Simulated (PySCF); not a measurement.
## A series of derivatives of N1[SiH2]N[SiH2]N[SiH2]1

Parent skeleton `[NH:1]1[SiH2:2][NH:3][SiH2:4][NH:5][SiH2:6]1`; one hydrogen on atom 1 is replaced by X. Hydrogens on one atom are averaged.

- shielding tensors at PBE0/pcSseg-1 (GIAO)
- structure optimised with GFN2-xTB
- program: PySCF
- in vacuum, equivalent nuclei averaged, non-relativistic, one conformer

Scale: 15N vs NH3; 29Si and 1H against TMS (reference shieldings calculated alike).

Parent (X = H): N1 13.1, Si2/Si6 -36.6, N3/N5 13.1, Si4 -36.6, H(Si2)/H(Si6) 5.58, H(Si4) 5.58 ppm. Effects are Δδ = δ(X) − δ(H), positive for deshielding.

Order these by the shift of Si2/Si6, most shielded first.
A. X = nPr
B. X = COCH3
C. X = cPr

## Answers

B (-11.9 ppm), C (-2.9 ppm), A (+1.6 ppm).

Experimental scales use liquid or dissolved standards, which lie at an offset from isolated NH3 (liquid NH3: subtract about 20 ppm).
